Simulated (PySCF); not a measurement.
CH4S, charge +1, doublet, at a GFN2-xTB geometry (a state made from the parent by changing its charge; the spin is typed, not shown lowest); PySCF with M062X/cc-pVDZ.

The PySCF input:
```python
from pyscf import gto, scf, dft

mol = gto.Mole()
mol.atom = '''
    C    -0.073882    1.119810    0.010353
    S    -0.041344   -0.650098   -0.006703
    H     1.309198   -0.804870    0.002888
    H    -1.108580    1.459369    0.005168
    H     0.444890    1.505535    0.894568
    H     0.459297    1.522683   -0.857495
'''
mol.basis = 'cc-pvdz'
mol.charge = 1
mol.spin = 1
mol.verbose = 4
mol.build()

mf = dft.UKS(mol)
mf.xc = 'm062x'
mf.kernel()
mf.analyze()
```

The log (banner, timings and long lists left out):

```
PySCF version 2.14.0

[INPUT] verbose = 4
[INPUT] num. atoms = 6
[INPUT] num. electrons = 25
[INPUT] charge = 1
[INPUT] spin (= nelec alpha-beta = 2S) = 1
[INPUT] symmetry False subgroup None
[INPUT] Mole.unit = angstrom
[INPUT] Symbol           X                Y                Z      unit          X                Y                Z       unit  Magmom
[...]
nuclear repulsion = 57.110670584471
number of shells = 22
number of NR pGTOs = 95
number of NR cGTOs = 52
basis = cc-pvdz
ecp = {}

******** <class 'pyscf.dft.uks.UKS'> ********
method = UKS
initial guess = minao
damping factor = 0
level_shift factor = 0
DIIS = <class 'pyscf.scf.diis.CDIIS'>
diis_start_cycle = 1
diis_space = 8
diis_damp = 0
SCF conv_tol = 1e-09
SCF conv_tol_grad = None
SCF max_cycles = 50
direct_scf = True
direct_scf_tol = 1e-13
number electrons alpha = 13  beta = 12
XC library pyscf.dft.libxc version 7.1.2
    S. Lehtola, C. Steigemann, M. J. T. Oliveira, and M. A. L. Marques,  SoftwareX 7, 1–5 (2018)
XC functionals = m062x
    Y. Zhao and D. G. Truhlar,  Theor. Chem. Acc. 120, 215 (2008)
    Y. Zhao and D. G. Truhlar,  Theor. Chem. Acc. 120, 215 (2008)
radial grids:
    Treutler-Ahlrichs [JCP 102, 346 (1995); DOI:10.1063/1.469408] (M4) radial grids

becke partition: Becke, JCP 88, 2547 (1988); DOI:10.1063/1.454033
pruning grids: <function nwchem_prune>
grids dens level: 3
symmetrized grids: False
atomic radii adjust function: <function treutler_atomic_radii_adjust>
small_rho_cutoff = 0
Set gradient conv threshold to 3.16228e-05
tot grids = 72232
init E= -438.704573351258

cycle= 1 E= -438.274946784956  delta_E= 0.43  |g|= 0.189  |ddm|= 1.43
cycle= 2 E= -438.298166706008  delta_E= -0.0232  |g|= 0.092  |ddm|= 0.329
cycle= 3 E= -438.30361664097  delta_E= -0.00545  |g|= 0.017  |ddm|= 0.102
cycle= 4 E= -438.303965198933  delta_E= -0.000349  |g|= 0.00562  |ddm|= 0.0248
cycle= 5 E= -438.304031739704  delta_E= -6.65e-05  |g|= 0.00276  |ddm|= 0.0107
cycle= 6 E= -438.304047421134  delta_E= -1.57e-05  |g|= 0.000707  |ddm|= 0.00604
cycle= 7 E= -438.304048296496  delta_E= -8.75e-07  |g|= 0.000368  |ddm|= 0.00174
cycle= 8 E= -438.304048388123  delta_E= -9.16e-08  |g|= 7.84e-05  |ddm|= 0.000375
cycle= 9 E= -438.304048394417  delta_E= -6.29e-09  |g|= 1.53e-05  |ddm|= 0.000136
cycle= 10 E= -438.304048394778  delta_E= -3.61e-10  |g|= 3.96e-06  |ddm|= 3.41e-05
Extra cycle  E= -438.304048394799  delta_E= -2.07e-11  |g|= 1.79e-06  |ddm|= 5.99e-06
converged SCF energy = -438.304048394799  <S^2> = 0.75349252  2S+1 = 2.0034895
**** SCF Summaries ****
Total Energy =                        -438.304048394798883
Nuclear Repulsion Energy =              57.110670584470981
One-electron Energy =                 -708.913115839271541
Two-electron Energy =                  213.498396860001662
Two-electron Coulomb Energy =          245.746682113455080
DFT Exchange-Correlation Energy =      -32.248285253453425
**** MO energy ****
                             alpha | beta                alpha | beta
[...]
To work with the spin densities directly, `use mulliken_meta_spin()` only printing them here.

 ** Mulliken spin pop alpha/beta on meta-lowdin orthogonal AOs **
 ** Mulliken Spin Density (per AO)  **
spin_pop of  0 C 1s        0.00000
spin_pop of  0 C 2s       -0.00370
spin_pop of  0 C 3s        0.00008
spin_pop of  0 C 2px      -0.00300
spin_pop of  0 C 2py      -0.02196
spin_pop of  0 C 2pz       0.01714
spin_pop of  0 C 3px       0.00009
spin_pop of  0 C 3py       0.00013
spin_pop of  0 C 3pz       0.00066
spin_pop of  0 C 3dxy      0.00001
spin_pop of  0 C 3dyz      0.00031
spin_pop of  0 C 3dz^2     0.00001
spin_pop of  0 C 3dxz      0.00013
spin_pop of  0 C 3dx2-y2   -0.00012
spin_pop of  1 S 1s       -0.00000
spin_pop of  1 S 2s        0.00001
spin_pop of  1 S 3s        0.01786
spin_pop of  1 S 4s       -0.00019
spin_pop of  1 S 2px       0.00000
spin_pop of  1 S 2py       0.00000
spin_pop of  1 S 2pz       0.00008
spin_pop of  1 S 3px       0.01423
spin_pop of  1 S 3py       0.01443
spin_pop of  1 S 3pz       0.90740
spin_pop of  1 S 4px       0.00122
spin_pop of  1 S 4py       0.00130
spin_pop of  1 S 4pz       0.00325
spin_pop of  1 S 3dxy      0.00029
spin_pop of  1 S 3dyz     -0.00028
spin_pop of  1 S 3dz^2     0.00036
spin_pop of  1 S 3dxz      0.00069
spin_pop of  1 S 3dx2-y2   -0.00004
spin_pop of  2 H 1s       -0.02610
spin_pop of  2 H 2s        0.00010
spin_pop of  2 H 2px      -0.00023
spin_pop of  2 H 2py       0.00002
spin_pop of  2 H 2pz       0.00031
spin_pop of  3 H 1s       -0.00054
spin_pop of  3 H 2s        0.00003
spin_pop of  3 H 2px      -0.00000
spin_pop of  3 H 2py       0.00001
spin_pop of  3 H 2pz       0.00001
spin_pop of  4 H 1s        0.03710
spin_pop of  4 H 2s        0.00080
spin_pop of  4 H 2px       0.00006
spin_pop of  4 H 2py      -0.00002
spin_pop of  4 H 2pz       0.00007
spin_pop of  5 H 1s        0.03710
spin_pop of  5 H 2s        0.00080
spin_pop of  5 H 2px       0.00006
spin_pop of  5 H 2py      -0.00002
spin_pop of  5 H 2pz       0.00007
 ** Mulliken Spin Density (per atom)  **
spin density of  0 C =     -0.01024
spin density of  1 S =      0.96061
spin density of  2 H =     -0.02591
spin density of  3 H =     -0.00049
spin density of  4 H =      0.03801
spin density of  5 H =      0.03801
 ** Mulliken pop alpha/beta on meta-lowdin orthogonal AOs **
 ** Mulliken pop       alpha | beta **
In total            13.00000 | 12.00000
 ** Mulliken atomic charges   ( Nelec_alpha | Nelec_beta ) **
charge of  0C =     -0.36674  (     3.17825      3.18849 )
charge of  1S =      0.63774  (     8.16143      7.20082 )
charge of  2H =      0.16417  (     0.40496      0.43087 )
charge of  3H =      0.18249  (     0.40851      0.40900 )
charge of  4H =      0.19117  (     0.42342      0.38541 )
charge of  5H =      0.19117  (     0.42342      0.38541 )

WARN: System has nonzero charge 1; the dipole moment is origin-dependent.
Location of origin: [0. 0. 0.]

Dipole moment(X, Y, Z, Debye):  1.24068,  0.43902,  0.01440
```
